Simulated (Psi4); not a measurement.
A dimer, AlBr3 ··· HF (SMILES [Br][Al]([Br])[Br] and F); the first 4 atoms form monomer A.

```
6

Al    -0.0002     0.0002     0.0000
Br    -1.8013    -1.3269    -0.0653
Br    -0.0269     1.9774    -1.0490
Br     1.8284    -0.6508     1.1143
F      0.8465    -1.0505    -2.0013
H      1.1721    -1.4544    -2.7664
```

Problem. What interaction energy does Psi4 1.11 with SAPT0/jun-cc-pVDZ, frozen core give, and which attractive term is the largest?

Solution. Total -21.55 kJ/mol: electrostatics -48.84, exchange 57.72, induction -19.60, dispersion -10.82. The most attractive term is electrostatics.
